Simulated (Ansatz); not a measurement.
H3GeNO, SMILES `[NH2][Ge][OH]` (lower singlet) (charge 0, multiplicity 1). This singlet lies 2.69 eV below the relaxed triplet at the level frozen-core CCSD(T)/cc-pVTZ // B3LYP-D3(BJ)/def2-TZVP (Ansatz, a quantum-chemistry and plane-wave program).

These are Ansatz with CAM-B3LYP/cc-pVTZ // B3LYP-D3(BJ)/def2-TZVP values and carry that method's errors.

Ansatz 0.2 input:
```yaml
crystal:
  periodic: [false, false, false]
  atoms:
    - { symbol: N, position_ang: [-0.97692, 0.011912, 0.01279] }
    - { symbol: Ge, position_ang: [0.349826, -0.762161, 1.030843] }
    - { symbol: O, position_ang: [1.798644, -0.145563, 0.143988] }
    - { symbol: H, position_ang: [-1.952541, -0.121306, 0.233395] }
    - { symbol: H, position_ang: [-0.854123, 0.601157, -0.798869] }
    - { symbol: H, position_ang: [1.635113, 0.415961, -0.622146] }
basis:
  gaussian: { orbitals: cc-pVTZ }
hamiltonian:
  xc: cam_b3lyp
```

Output:

```
Functional definition: CAM-B3LYP
929 factors; their error is unknown
208 factors; integrals over basis functions are off by at most 9.7e-6 eV
mean field evaluation 1: about -60099.3899 eV, gradient 7.8e1 eV
mean field evaluation 2: about -60087.1758 eV, gradient 1.1e2 eV
mean field evaluation 4: about -60109.6213 eV, gradient 4.7e0 eV
mean field evaluation 8: about -60109.8110 eV, gradient 3.1e-1 eV
mean field -60109.81103298 eV, -2208.9948115686 hartree, gradient 6.5e-5 eV, S^2 0.000000; 0 other end points of the search recorded, 0 dependent functions left out
reference -60109.81113288 eV, -2208.9948152402 hartree; 25, 25 occupied and 120, 120 virtual orbitals, 929 factors
Total energy: -60109.81113288 eV, -2208.9948152402 hartree
```
